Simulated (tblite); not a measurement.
Record of a relaxation.

Compound: C4H9BrO2Si2.
Numbering: `[O:1]=[CH:2][C@@H:3]1[CH2:4][C@@H:5]1[Si@@H:6]([Br:7])[O:8][SiH3:9]` (hydrogens: H10 on C2; H11 on C3; H12, H13 on C4; H14 on C5; H15 on Si6; H16, H17, H18 on Si9)

Computed with GFN2-xTB (tblite), gas phase: L-BFGS steps from a force-field or distance-geometry start until the largest atomic force falls under 0.01 eV/Å. 4 of its 84 geometries are shown.

Step 0: E = -786.6896 eV, largest atomic force 3.296 eV/Å
```
atom  x, y, z in Å  |  force x, y, z in eV/Å
O1     -1.616    0.788    1.395   -1.611   0.777  -1.068
C2     -2.451    0.811    0.484    2.221  -0.881   1.622
C3     -2.166    0.003   -0.701   -2.744   0.976  -1.544
C4     -1.509   -1.322   -0.658    0.114  -2.032   0.033
C5     -0.777   -0.170   -1.225    0.278   0.020  -1.268
Si6     0.668    0.470   -0.298    1.205   0.652  -0.151
Br7     0.885   -0.718    1.584    0.088   0.200  -0.354
O8      2.058    0.351   -1.313   -0.659  -0.147   2.855
Si9     3.408    0.126   -0.287   -0.269  -0.030  -0.748
H10    -3.379    1.400    0.564    0.149  -0.184  -0.153
H11    -2.983    0.080   -1.477    0.844   0.105   0.623
H12    -1.293   -1.724    0.366    0.068   0.416  -1.182
H13    -1.790   -2.111   -1.401   -0.160   0.725   0.952
H14    -0.712   -0.037   -2.334   -0.005  -0.514   0.976
H15     0.417    1.872    0.086    0.433  -0.313  -0.040
H16     4.627    0.247   -1.073   -0.292   0.092  -0.182
H17     3.283   -1.229    0.272    0.239   0.271  -0.220
H18     3.324    1.170    0.742    0.102  -0.133  -0.150
```

Step 28: E = -787.9248 eV, largest atomic force 0.196 eV/Å
```
atom  x, y, z in Å  |  force x, y, z in eV/Å
O1     -1.560    1.090    1.112   -0.055  -0.020   0.062
C2     -2.445    0.801    0.341   -0.006   0.025   0.028
C3     -2.205    0.042   -0.876   -0.032   0.043   0.001
C4     -1.620   -1.349   -0.702   -0.034  -0.015   0.011
C5     -0.746   -0.230   -1.147    0.081  -0.178  -0.002
Si6     0.511    0.511    0.059   -0.086  -0.083   0.090
Br7     0.691   -0.758    1.871   -0.012   0.102  -0.068
O8      1.932    0.243   -0.688   -0.018   0.011  -0.079
Si9     3.516    0.132   -0.346    0.025   0.012   0.072
H10    -3.478    1.122    0.544   -0.033   0.008  -0.041
H11    -2.922    0.198   -1.672    0.059  -0.063  -0.029
H12    -1.542   -1.737    0.308    0.058   0.086  -0.063
H13    -1.929   -2.099   -1.420    0.004   0.099   0.038
H14    -0.457   -0.244   -2.191    0.034   0.046   0.029
H15     0.540    1.944    0.287    0.005  -0.034   0.066
H16     4.138    0.479   -1.616   -0.025  -0.034  -0.007
H17     3.745   -1.224    0.137    0.024  -0.031  -0.067
H18     3.821    1.086    0.721    0.011   0.027  -0.043
```

Step 55: E = -787.9718 eV, largest atomic force 0.058 eV/Å
```
atom  x, y, z in Å  |  force x, y, z in eV/Å
O1     -1.770    1.038    1.168    0.019   0.012  -0.016
C2     -2.537    0.826    0.258    0.013  -0.050   0.011
C3     -2.163    0.061   -0.923   -0.002  -0.009  -0.006
C4     -1.618   -1.334   -0.669    0.004  -0.018   0.026
C5     -0.686   -0.242   -1.049    0.001  -0.019  -0.013
Si6     0.499    0.480    0.231   -0.002  -0.035   0.046
Br7     0.647   -0.782    2.036   -0.031   0.002  -0.033
O8      1.920    0.249   -0.521   -0.004   0.028  -0.015
Si9     3.538    0.132   -0.450    0.037   0.016  -0.001
H10    -3.571    1.206    0.296    0.025   0.011  -0.017
H11    -2.776    0.203   -1.804    0.022  -0.002   0.009
H12    -1.618   -1.684    0.354   -0.012   0.000   0.020
H13    -1.869   -2.099   -1.390   -0.011   0.047   0.000
H14    -0.300   -0.262   -2.059   -0.001   0.002  -0.014
H15     0.483    1.886    0.574   -0.014   0.015   0.008
H16     3.935    0.472   -1.811   -0.010   0.001  -0.005
H17     3.865   -1.235   -0.063   -0.037  -0.024  -0.003
H18     4.014    1.090    0.545    0.003   0.024   0.003
```

Step 83: E = -787.9776 eV, largest atomic force 0.006 eV/Å
```
atom  x, y, z in Å  |  force x, y, z in eV/Å
O1     -1.780    1.010    1.171   -0.005   0.000   0.000
C2     -2.524    0.833    0.234   -0.001   0.000  -0.004
C3     -2.144    0.055   -0.934    0.002  -0.002   0.001
C4     -1.615   -1.341   -0.652   -0.005   0.000   0.001
C5     -0.667   -0.264   -1.029   -0.001   0.000   0.001
Si6     0.487    0.481    0.268    0.001   0.003  -0.003
Br7     0.650   -0.843    2.023    0.000  -0.003   0.002
O8      1.916    0.341   -0.490   -0.002   0.004  -0.004
Si9     3.527    0.151   -0.468    0.004  -0.001   0.003
H10    -3.537    1.268    0.233    0.000  -0.002   0.002
H11    -2.738    0.194   -1.827    0.003   0.004   0.003
H12    -1.642   -1.679    0.375    0.001  -0.003   0.002
H13    -1.865   -2.107   -1.372   -0.001  -0.002   0.000
H14    -0.265   -0.297   -2.033    0.003   0.002   0.001
H15     0.435    1.875    0.655    0.000   0.000  -0.001
H16     3.891    0.465   -1.845    0.001  -0.004  -0.003
H17     3.791   -1.233   -0.087    0.000   0.003  -0.001
H18     4.072    1.098    0.502    0.000  -0.002   0.002
```

**Question.** Summarise the path.

**Answer.** The energy falls by 1.2881 eV from step 0 to step 83; nine tenths of that is first reached at step 17. It falls at every step. The largest force goes from 3.296 to 0.006 eV/Å. Among the bonds Si6–O8 changes most, from 1.725 to 1.624 Å; the atoms move by 0.529 Å rms after alignment.

**Question.** Follow the three bonds and two angles with the largest change from start to end.

**Answer.** 
| step | E above end (eV) | largest force (eV/Å) | Si6–O8 (Å) | O8–Si9 (Å) | C5–Si6 (Å) | Si6–O8–Si9 (°) | C5–Si6–H15 (°) |
| --- | --- | --- | --- | --- | --- | --- | --- |
| 0 | 1.2881 | 3.296 | 1.725 | 1.711 | 1.832 | 107.0 | 109.2 |
| 4 | 0.6600 | 0.868 | 1.614 | 1.639 | 1.860 | 117.2 | 111.4 |
| 7 | 0.4909 | 0.661 | 1.634 | 1.653 | 1.864 | 124.2 | 116.4 |
| 11 | 0.3423 | 0.503 | 1.623 | 1.641 | 1.910 | 127.4 | 118.5 |
| 14 | 0.1870 | 0.543 | 1.627 | 1.630 | 1.902 | 132.1 | 119.2 |
| 18 | 0.1054 | 0.304 | 1.631 | 1.631 | 1.896 | 136.0 | 118.5 |
| 22 | 0.0812 | 0.222 | 1.630 | 1.632 | 1.892 | 136.4 | 119.2 |
| 25 | 0.0672 | 0.148 | 1.631 | 1.629 | 1.894 | 138.3 | 119.3 |
| 29 | 0.0494 | 0.122 | 1.628 | 1.625 | 1.892 | 140.1 | 120.3 |
| 32 | 0.0413 | 0.156 | 1.632 | 1.627 | 1.888 | 140.2 | 121.2 |
| 36 | 0.0293 | 0.135 | 1.625 | 1.624 | 1.886 | 142.3 | 122.4 |
| 40 | 0.0224 | 0.084 | 1.628 | 1.624 | 1.891 | 144.6 | 122.4 |
| 43 | 0.0174 | 0.102 | 1.625 | 1.624 | 1.888 | 145.7 | 122.1 |
| 47 | 0.0127 | 0.081 | 1.625 | 1.625 | 1.885 | 146.0 | 121.5 |
| 51 | 0.0086 | 0.100 | 1.627 | 1.626 | 1.888 | 147.2 | 121.2 |
| 54 | 0.0063 | 0.062 | 1.625 | 1.624 | 1.888 | 149.1 | 121.6 |
| 58 | 0.0042 | 0.065 | 1.626 | 1.625 | 1.888 | 150.0 | 121.7 |
| 61 | 0.0032 | 0.055 | 1.624 | 1.624 | 1.889 | 150.4 | 121.7 |
| 65 | 0.0013 | 0.039 | 1.623 | 1.623 | 1.889 | 152.3 | 122.0 |
| 69 | 0.0008 | 0.026 | 1.624 | 1.624 | 1.889 | 152.3 | 122.2 |
| 72 | 0.0006 | 0.021 | 1.623 | 1.623 | 1.888 | 152.4 | 122.5 |
| 76 | 0.0003 | 0.018 | 1.624 | 1.623 | 1.889 | 151.8 | 122.5 |
| 79 | 0.0001 | 0.023 | 1.624 | 1.624 | 1.889 | 151.2 | 122.6 |
| 83 | 0.0000 | 0.006 | 1.624 | 1.623 | 1.889 | 151.3 | 122.8 |

What follows is the cost of the whole relaxation. On an Arm Neoverse N1 with one thread, shared host, this took 1.6 s.
